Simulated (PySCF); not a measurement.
**Worked example: entropy of an ideal gas**

Al(OH)3 (AlH3O3), SMILES [OH][Al]([OH])[OH].

Geometry optimised at PBE-D3(BJ)/def2-SVP. The isomer is the one that the SMILES or the coordinates give; other isomers of the formula were not compared. Other conformers were not sampled.

PBE-D3(BJ)/def2-SVP in PySCF 2.14.0 gives the harmonic wavenumbers 223, 223, 266, 287, 320, 321, 593, 617, 617, 684, 928, 928, 3813, 3813, 3814 cm⁻¹ and the rotational temperatures 0.3076, 0.3076, 0.1538 K. The molar mass is 78.00 g/mol, the symmetry number 3, the spin multiplicity 1.

Problem. Work out the entropy at 298.15 K and 1 atm in the rigid-rotor, harmonic-oscillator model.

Solution. 
Translation (Sackur–Tetrode at 1 atm): S = R[1.5 ln M + 2.5 ln T − 1.16487] = 163.1 J/(mol K).
Rotation: q = (√π/σ) T^1.5/√(θA θB θC) = 25200, S = R[ln q + 3/2] = 96.7 J/(mol K).
Vibration: with u = 1.4388 ν/T, each mode gives R[u/(e^u − 1) − ln(1 − e^−u)]:
```json
[
 {"ν (cm⁻¹)": "223", "modes": "2", "u": "1.08", "S (J/(mol K))": "16.19"},
 {"ν (cm⁻¹)": "266", "modes": "1", "u": "1.28", "S (J/(mol K))": "6.79"},
 {"ν (cm⁻¹)": "287", "modes": "1", "u": "1.38", "S (J/(mol K))": "6.24"},
 {"ν (cm⁻¹)": "320", "modes": "1", "u": "1.54", "S (J/(mol K))": "5.48"},
 {"ν (cm⁻¹)": "321", "modes": "1", "u": "1.55", "S (J/(mol K))": "5.46"},
 {"ν (cm⁻¹)": "593", "modes": "1", "u": "2.86", "S (J/(mol K))": "1.93"},
 {"ν (cm⁻¹)": "617", "modes": "2", "u": "2.98", "S (J/(mol K))": "3.53"},
 {"ν (cm⁻¹)": "684", "modes": "1", "u": "3.30", "S (J/(mol K))": "1.36"},
 {"ν (cm⁻¹)": "928", "modes": "2", "u": "4.48", "S (J/(mol K))": "1.05"}
]
```
The stiffer modes add less than 0.005 each. Sum 48.0 J/(mol K).
Spin: R ln 1 = 0.0 J/(mol K).
Total 307.8 J/(mol K); the program's own thermochemistry gives 307.8. Translation makes up 53 % and vibration 16 %. Anharmonicity, hindered rotation and orbital degeneracy are left out.
